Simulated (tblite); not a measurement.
Species: C5H14OSi3.
Atom-mapped SMILES: `[CH3:1][C@@H:2]1[CH2:3][SiH2:4][C@H:5]2[SiH2:6][O:7][SiH2:8][C@@H:9]12` (hydrogens: H10, H11, H12 on C1; H13 on C2; H14, H15 on C3; H16, H17 on Si4; H18 on C5; H19, H20 on Si6; H21, H22 on Si8; H23 on C9)

Computed geometry: GFN2-xTB, gas phase.

Q: What internal coordinates does the optimisation give?

A: 
```
                  bond  length (Å)
                 C1–C2       1.524
                 C2–C3       1.535
                C3–Si4       1.899
                Si4–C5       1.900
                C5–Si6       1.908
                Si6–O7       1.639
                O7–Si8       1.636
                Si8–C9       1.914
                 C2–C9       1.536
                 C5–C9       1.551
C1–H10, C1–H11, C1–H12       1.088
                C2–H13       1.097
                C3–H14       1.089
                C3–H15       1.092
               Si4–H16       1.467
               Si4–H17       1.469
                C5–H18       1.094
               Si6–H19       1.458
               Si6–H20       1.460
               Si8–H21       1.461
               Si8–H22       1.457
                C9–H23       1.096
```

Bonds in one row agree within 0.01 Å and their mean is given. A selection of angles:
```
      angle  degrees
  C2–C1–H10    110.2
  C2–C1–H11    111.2
 H10–C1–H11    108.2
   C1–C2–C3    110.9
   C1–C2–C9    112.3
  C1–C2–H13    108.9
   C3–C2–C9    108.4
  C3–C2–H13    108.1
  C9–C2–H13    108.1
  C2–C3–Si4    105.1
  C2–C3–H14    110.8
  C2–C3–H15    109.0
 Si4–C3–H14    114.5
 Si4–C3–H15    110.6
 H14–C3–H15    106.7
  C3–Si4–C5     93.9
 C3–Si4–H16    113.7
 C3–Si4–H17    112.6
 C5–Si4–H16    113.7
 C5–Si4–H17    113.4
H16–Si4–H17    109.1
 Si4–C5–Si6    117.9
  Si4–C5–C9    105.4
 Si4–C5–H18    110.4
  Si6–C5–C9    107.5
 Si6–C5–H18    106.6
  C9–C5–H18    108.7
  C5–Si6–O7     98.8
 C5–Si6–H19    114.2
 C5–Si6–H20    115.1
 O7–Si6–H19    106.6
 O7–Si6–H20    106.6
H19–Si6–H20    113.7
 Si6–O7–Si8    119.6
  O7–Si8–C9     99.1
 O7–Si8–H21    108.0
 O7–Si8–H22    104.9
 C9–Si8–H21    112.6
 C9–Si8–H22    116.8
H21–Si8–H22    113.6
 Si8–C9–H23    112.5
  C2–C9–Si8    113.4
   C2–C9–C5    108.2
  C2–C9–H23    107.1
```

Torsions: C1–C2–C3–Si4 -161° (antiperiplanar); C2–C3–Si4–C5 15° (synperiplanar); C3–Si4–C5–Si6 -109° (anticlinal); Si4–C5–Si6–O7 143° (anticlinal); C5–Si6–O7–Si8 -7° (synperiplanar); Si6–O7–Si8–C9 -9° (synperiplanar); O7–Si8–C9–C2 -94° (anticlinal); C1–C2–C9–Si8 -71° (synclinal); Si4–C5–C9–Si8 -156° (antiperiplanar).

Si6 (oxygen-bound silicon) is distorted tetrahedral (angles from 98.8° to 115.1°). Si8 (oxygen-bound silicon) is distorted tetrahedral (angles from 99.1° to 116.8°). The 5-membered ring C2–C3–Si4–C5–C9 has internal angles of 93.9° to 108.4°; it is puckered, 0.19 Å rms from its mean plane, widest ring torsion 48°. The C–C distances run from 1.524 Å (C1–C2, drawn single) to 1.551 Å (C5–C9, drawn single), a spread of 0.027 Å. Si4 (SiH2 silicon) has angles from 93.9° to 113.7°. The 5-membered ring C5–Si6–O7–Si8–C9 has internal angles of 98.8° to 119.6°; it is puckered, 0.14 Å rms from its mean plane, widest ring torsion 30°. Of the pairs four or more bonds apart, Si8···H11 is among the closest relative to their van der Waals radii: 3.02 Å, 91 % of the sum of Bondi's values.

Point group: C1 (no symmetry element, even within 0.4 Å). Its GFN2-xTB frequencies are all real (lowest 53 cm⁻¹). One conformer, not necessarily the lowest.
